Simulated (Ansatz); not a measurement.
ClGa, charge +1, quartet, geometry from GFN2-xTB of the parent state (such geometries of metal compounds can be far from the true shape) (a state made from the parent by changing its charge; the spin is typed, not shown lowest); BLYP/cc-pVTZ (Ansatz, a first-principles code).

Input for Ansatz:
Ansatz 0.2 input:
```yaml
crystal:
  periodic: [false, false, false]
  atoms:
    - {symbol: Ga, position_ang: [-0.00000000, -0.00000000, -0.76826451]}
    - {symbol: Cl, position_ang: [0.00000000, 0.00000000, 1.40095293]}
basis:
  gaussian:
    orbitals: cc-pVTZ
hamiltonian:
  xc: blyp
total_charge: 1
magnetization: {spin_polarized: false, initial_magnetization: 3}
```

Q: Write the output that Ansatz gives for this input, abridged.

A: 
```
Functional definition: BLYP
636 factors; their error is unknown
mean field evaluation 1: about -64887.3827 eV, gradient 3.3e1 eV
mean field evaluation 2: about -64880.1321 eV, gradient 5.2e1 eV
mean field evaluation 4: about -64890.0815 eV, gradient 7.8e0 eV
mean field evaluation 8: about -64890.1908 eV, gradient 4.7e0 eV
mean field evaluation 16: about -64890.2410 eV, gradient 7.5e-2 eV
mean field evaluation 32: about -64890.4110 eV, gradient 7.6e-6 eV
mean field evaluation 64: about -64890.4139 eV, gradient 4.2e-2 eV
mean field evaluation 96: about -64890.2692 eV, gradient 4.7e-1 eV
mean field evaluation 128: about -64890.4110 eV, gradient 4.8e-6 eV
mean field -64890.41100328 eV, -2384.6786200702 hartree, gradient 4.8e-6 eV, S^2 3.750000; 8 other end points of the search recorded, 0 dependent functions left out
reference -64890.41125351 eV, -2384.6786292659 hartree; 25, 22 occupied and 52, 55 virtual orbitals, 636 factors
Total energy: -64890.41125351 eV, -2384.6786292659 hartree
```
